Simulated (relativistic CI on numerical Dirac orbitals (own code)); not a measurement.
## V5+ in a cubic cluster: 2p photoemission with charge transfer

Computed with a charge-transfer multiplet model of a cubic metal-ligand cluster with up to 2 ligand holes, Slater and spin-orbit integrals from Dirac-Coulomb-Breit ions, Slater integrals scaled by 0.9. The ground state mixes d0 with configurations of k ligand holes L, whose averages lie at kΔ + k(k − 1)U_dd/2; a core hole lowers each added d electron by U_cd. 20 K, Lorentzian 0.6 eV and Gaussian 0.8 eV FWHM.

Atomic integrals in eV (Slater integrals scaled, ζ unscaled), ground: F2dd 9.064, F4dd 5.680, zeta_d 0.024; with the core hole: F2dd 9.064, F4dd 5.680, zeta_d 0.047, zeta_core 4.606, F2cd 6.737, G1cd 5.189, G3cd 2.951. Where a configuration has fewer than two d electrons, the dd integrals are those of d2.

Cluster parameters (eV): U_dd = 6.1, U_cd = 7.3, 10Dq = 1.15, 10Dq(ligand) = 0.6, V(eg) = 1.6, V(t2g) = -0.77, final-state hopping factor = 1.

Weights, n_d and S are thermal averages at 20 K. Binding energies count from the first peak over 30 % of the highest in each spectrum, which can be another peak from case to case. The parameters are a model scan and need not match a compound or its usual spin state. Peaks in eV (height, largest 100): 0.0 (100), 7.7 (54), 11.6 (13), 15.7 (15), 18.4 (6).

Which parameters give this spectrum?
A. Δ = 0.5 eV
B. Δ = -2.5 eV
C. Δ = -1.5 eV

A. Δ = 0.5 eV; the ground state then has 0.72 d electrons and S = 0.00. The choice follows from running the model for each set and comparing peak positions and heights. The space is cut while the next configuration still counts.
